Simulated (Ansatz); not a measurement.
Job for Ansatz (an electronic-structure program): R-CCSD(T)/def2-QZVPP on H2O2Pb (SMILES [OH][Pb][OH]), a point of a torsion scan. Elements past Kr take the def2 small-core potentials; no spin–orbit coupling. Files ending in .json are basis or fitting sets from the Basis Set Exchange. The run froze 11 orbitals, filled d shells among them.

Ansatz 0.2 input:
```yaml
crystal:
  periodic: [false, false, false]
  atoms:
    - {symbol: O, position_ang: [1.27862820, 0.40191213, -0.60529687]}
    - {symbol: Pb, position_ang: [-0.26537636, -1.08624591, -0.48912995]}
    - {symbol: O, position_ang: [-1.89769920, 0.26052394, -0.60726026]}
    - {symbol: H, position_ang: [2.13728811, 0.31768751, -0.20218686]}
    - {symbol: H, position_ang: [-1.76828740, 1.20055834, -0.69290347]}
basis:
  gaussian:
    orbitals: def2-QZVPP.json
magnetization: {spin_polarized: false}
correlation: {method: ccsd_t, electrons: outside_noble_gas}
scf: {lower_state_search: off}
```

Output:

```
WARN ansatz: RAYON_NUM_THREADS=1 ignored (pool sized by the plan → 1); use --threads N
Functional definition: HF
these checks for a lower state are left out or cut short: stability, starts, cluster_reference, orbital_swaps, neighbouring_geometries, increment
integrals: 1.67 GiB planned
1581 factors; integrals over basis functions are off by at most 9.0e-4 eV
mean field: 0.85 GiB planned
mean field evaluation 1: about -9321.7694 eV, gradient 6.2e1 eV
mean field evaluation 2: about -9321.8300 eV, gradient 6.2e1 eV
mean field evaluation 4: about -9328.8041 eV, gradient 3.0e0 eV
mean field evaluation 8: about -9328.8719 eV, gradient 4.2e-1 eV
mean field evaluation 16: about -9328.8735 eV, gradient 2.5e-6 eV
mean field -9328.87353008 eV, -342.8297788928 hartree, gradient 2.5e-6 eV, S^2 0.000000; 0 other end points of the search recorded, 0 dependent functions left out
11 core orbitals not correlated, not the lowest: weight in the atoms' cores, before any rotation towards them, 0.875 or more for the frozen orbitals, at most 0.088 for the correlated occupied ones
reference -9328.87353008 eV, -342.8297788928 hartree; 9, 9 occupied and 236, 236 virtual orbitals, 1581 factors
second order -17.11384802 eV of doubles, -0.00000000 eV of singles
coupled cluster: 1.95 GiB planned
cycle   1  -16.42096580 eV  change    6.9e-1 eV  update   1.2e-1
cycle   2  -16.85180356 eV  change   -4.3e-1 eV  update   4.8e-2
cycle   3  -16.98815076 eV  change   -1.4e-1 eV  update   2.3e-2
cycle   4  -16.97907468 eV  change    9.1e-3 eV  update   8.4e-3
cycle   5  -16.97174456 eV  change    7.3e-3 eV  update   4.0e-3
cycle   6  -16.97380250 eV  change   -2.1e-3 eV  update   1.7e-3
cycle   7  -16.97380986 eV  change   -7.4e-6 eV  update   5.4e-4
cycle   8  -16.97346762 eV  change    3.4e-4 eV  update   1.9e-4
cycle   9  -16.97346347 eV  change    4.2e-6 eV  update   7.6e-5
cycle  10  -16.97352099 eV  change   -5.8e-5 eV  update   3.2e-5
cycle  11  -16.97347486 eV  change    4.6e-5 eV  update   1.4e-5
cycle  12  -16.97348666 eV  change   -1.2e-5 eV  update   6.1e-6
perturbative correction -0.72495735 eV, -0.0266416913 hartree
Total energy: -9346.57197409 eV, -343.4801847138 hartree
Checks for a lower state left out: stability, starts, cluster_reference, orbital_swaps, neighbouring_geometries, increment
```

The run converged.

Cost: roughly 8 core-minutes.
